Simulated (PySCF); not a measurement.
Compound: C2H2BCl3.
Numbering: `[Cl:1]/[CH:2]=[CH:3]/[B:4]([Cl:5])[Cl:6]` (hydrogens: H7 on C2; H8 on C3)

Method: PySCF 2.14.0, PBE0-D3(BJ)/def2-SVP geometry optimisation, gas phase; density fitting, grid level 1; the optimiser is geomeTRIC in internal coordinates, started from a GFN2-xTB structure.

Step 0: E = -40323.5049 eV
```
atom  x, y, z in Å  |  force x, y, z in eV/Å
Cl1     2.8078    0.1902   -0.2677    0.346   0.003  -0.033
C2      1.1384    0.4942   -0.1536   -0.098  -0.192   0.034
C3      0.2228   -0.4627    0.0264   -0.456  -0.013   0.035
B4     -1.2953   -0.1881    0.1295    1.095  -0.041  -0.091
Cl5    -1.9184    1.4135    0.0236   -0.374   0.937  -0.054
Cl6    -2.3913   -1.4917    0.3544   -0.575  -0.746   0.121
H7      0.8763    1.5395   -0.2399   -0.088   0.490  -0.044
H8      0.5687   -1.4856    0.1027    0.151  -0.439   0.032
```

**Question.** Estimate the geometry and energy of step 1. (The exact step hangs on the optimiser's Hessian estimate; all steps are aligned on step 0, rigid shifts and turns removed.)

**Answer.** E = -40323.5478 eV, largest force 0.431 eV/Å
```
atom  x, y, z in Å  |  force x, y, z in eV/Å
Cl1     2.8215    0.2202   -0.2712   -0.057  -0.003   0.002
C2      1.1336    0.4858   -0.1530    0.016   0.091  -0.012
C3      0.2258   -0.4865    0.0287    0.172  -0.070   0.001
B4     -1.2727   -0.1851    0.1285   -0.428   0.046   0.020
Cl5    -1.9150    1.4622    0.0217    0.124  -0.291   0.026
Cl6    -2.4198   -1.5090    0.3549    0.201   0.254  -0.042
H7      0.8565    1.5422   -0.2422    0.003  -0.051   0.009
H8      0.5791   -1.5204    0.1079   -0.031   0.024  -0.003
```

The energy changes by -0.0429 eV. The first-order estimate −F·Δx gives -0.1247 eV and the mean of the old and new forces, exact on a quadratic surface, -0.0452 eV. The step makes an angle of 44° with the force vector and moves no atom by more than 0.049 Å.

What follows is the cost of the whole optimisation. The run took 24 s wall on one thread, Arm Neoverse V2 (aarch64), shared host with 32 logical CPUs at a one-minute load of 9.5, and the process peaked at 0.43 GiB of memory.
